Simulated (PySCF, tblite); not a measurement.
Rigid-rotor lines calculated for a species of formula C5H15FN2Si (commonest isotopes; PBE0/pcSseg-1 in PySCF (dipole) on a GFN2-xTB geometry, gas phase), labelled J(Ka,Kc):

```csv
transition,MHz
"2(1,1) ← 1(1,0)",2526.6
"1(0,1) ← 0(0,0)",1243.5
"1(1,1) ← 0(0,0)",3254.8
"2(1,2) ← 1(1,1)",2447.3
"2(0,2) ← 1(0,1)",2486.3
```

(1) Find the rotational constants.

(2) What moments of inertia, asymmetry and inertial defect follow?

(3) Which dipole components do these lines need?

(4) Predict further lines from these constants: 2(2,1) ← 2(1,1); 1(1,0) ← 1(0,1); 2(1,2) ← 2(0,2); 2(2,0) ← 1(1,1); 2(1,1) ← 2(0,2); 2(2,0) ← 2(1,1); 2(1,1) ← 1(0,1); 2(2,0) ← 1(1,0); 2(2,1) ← 1(1,1); 2(0,2) ← 1(1,1); 2(2,1) ← 1(1,0).

(5) Which structure gave them?

Results:

(1) 1(0,1) ← 0(0,0) is B + C, 2(1,1) ← 1(1,0) is 3B + C and 2(1,2) ← 1(1,1) is B + 3C, so B − C is half the difference of the last two, 39.6 MHz. 1(1,1) ← 0(0,0) is A + C. A = 2652.9, B = 641.5, C = 601.9 MHz.

(2) I = 505379 MHz·u·Å² over each constant: Ia = 190.50, Ib = 787.75, Ic = 839.63 u·Å²; κ = (2B − A − C)/(A − C) = -0.961 (near-prolate asymmetric top); Δ = Ic − Ia − Ib = -138.62 u·Å².

(3) μa and μb (a-type: ΔKa even, ΔKc odd; b-type: both odd). The calculation gives |μa| = 1.23 D, |μb| = 2.15 D, |μc| = 0.58 D.

(4) 
```tsv
transition	MHz	type	branch
2(0,2) ← 1(1,1)	475	b	R
2(1,2) ← 2(0,2)	1972	c	Q
1(1,0) ← 1(0,1)	2051	b	Q
2(1,1) ← 2(0,2)	2091	b	Q
2(1,1) ← 1(0,1)	4578	c	R
2(2,1) ← 2(1,1)	6034	c	Q
2(2,0) ← 2(1,1)	6035	b	Q
2(2,1) ← 1(1,0)	8561	b	R
2(2,0) ← 1(1,0)	8561	c	R
2(2,1) ← 1(1,1)	8600	c	R
2(2,0) ← 1(1,1)	8601	b	R
```

(5) `CC(C)(C)CN[Si@@H](N)F`, point group C1. Three constants can't fix a structure by themselves; this is the one that was computed:
```xyz
24
C5H15FN2Si angstrom
C     -0.941    1.140   -1.037
C     -1.225   -0.193   -0.345
C     -1.734    0.060    1.076
C     -2.287   -0.964   -1.132
C      0.062   -1.046   -0.303
N      1.166   -0.417    0.372
Si     2.614    0.130   -0.332
N      3.448    0.971    0.911
F      3.612   -1.085   -0.713
H     -0.608    0.973   -2.059
H     -0.162    1.683   -0.508
H     -1.839    1.754   -1.062
H     -2.678    0.601    1.047
H     -1.022    0.656    1.642
H     -1.895   -0.880    1.599
H     -1.944   -1.164   -2.144
H     -2.509   -1.914   -0.651
H     -3.207   -0.386   -1.191
H      0.377   -1.260   -1.326
H     -0.168   -2.004    0.181
H      1.011   -0.295    1.359
H      2.404    0.776   -1.622
H      4.446    1.049    0.817
H      3.067    1.834    1.260
```

The values belong to one conformer (point group C1) with, in the numbering `[CH3:1][C:2]([CH3:3])([CH3:4])[CH2:5][NH:6][Si@@H:7]([NH2:8])[F:9]`, C2–C5–N6–Si7 -112°, C5–N6–Si7–N8 173°, N6–Si7–N8–H 156° and -67°. Its GFN2-xTB frequencies are all real (lowest 23 cm⁻¹). Constants of a rigid frame at the computed geometry: no zero-point averaging, no centrifugal distortion. A rigid rotor knows nothing of inversion at nitrogen or internal rotation, which can split or shift real lines. Quadrupole hyperfine structure (14N) is left out.
